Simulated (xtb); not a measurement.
biphenyl (C12H10), SMILES c1ccc(-c2ccccc2)cc1. All values are semi-empirical tight-binding results from xtb (GFN2-xTB unless named), good for trends rather than for accurate numbers. Coordinates come from a GFN2-xTB optimisation. The values are those of a single conformer.

Optimised geometry:

```xyz
22

C      3.5136     0.0548    -0.1129
C      2.8605    -0.5418     0.9526
C      1.4790    -0.5604     0.9991
C      0.7271     0.0124    -0.0238
C     -0.7430    -0.0122     0.0230
C     -1.4201     0.2543     1.2106
C     -2.8017     0.2312     1.2536
C     -3.5292    -0.0645     0.1130
C     -2.8662    -0.3332    -1.0728
C     -1.4848    -0.3043    -1.1191
C      1.3943     0.6072    -1.0920
C      2.7760     0.6305    -1.1337
H      4.5930     0.0709    -0.1475
H      3.4309    -0.9959     1.7501
H      0.9744    -1.0410     1.8251
H     -0.8576     0.5008     2.0996
H     -3.3139     0.4460     2.1804
H     -4.6085    -0.0852     0.1479
H     -3.4288    -0.5683    -1.9648
H     -0.9719    -0.5300    -2.0430
H      0.8237     1.0713    -1.8836
H      3.2803     1.1007    -1.9657
```

| Property | Result |
|---|---|
| point group as xtb finds it | D2 |
| orbital gap | 3.85 eV |
| dipole moment | 0.00 D |
| zero-point energy | 110.4 kcal/mol |
| G − E(el) at 298.15 K (modified RRHO) | 89.3 kcal/mol |
| static polarisability (D4 model) | 130.5 bohr³ |
| solvation energy, GFN2-xTB/ALPB(water) | -1.2 kcal/mol |
| solvation energy, GFN2-xTB/ALPB(toluene) | -8.1 kcal/mol |

Computed IR lines (harmonic; lines under 4 % of the strongest left out, lines within 3 cm⁻¹ merged):
ν (cm⁻¹): 740 (m), 3070 (w), 3078 (m), 3082 (vs), 3091 (s) (against the strongest line: vs over 80 %, s over 45 %, m over 15 %, w over 4 %, vw less)

Computed atomic charges and the Wiberg bond orders between heavy atoms:
charges (e) C1 -0.03, C2 -0.03, C3 -0.03, C4 0.01, C5 0.01, C6 -0.03, C7 -0.03, C8 -0.03, C9 -0.03, C10 -0.03, C11 -0.03, C12 -0.03, H13 0.03, H14 0.03, H15 0.03, H16 0.03, H17 0.03, H18 0.03, H19 0.03, H20 0.03, H21 0.03, H22 0.03. Bond orders C1–C2 1.43, C2–C3 1.45, C3–C4 1.39, C4–C5 1.04, C5–C6 1.39, C6–C7 1.45, C7–C8 1.43, C8–C9 1.43, C5–C10 1.39, C9–C10 1.45, C4–C11 1.39, C1–C12 1.43, C11–C12 1.45.
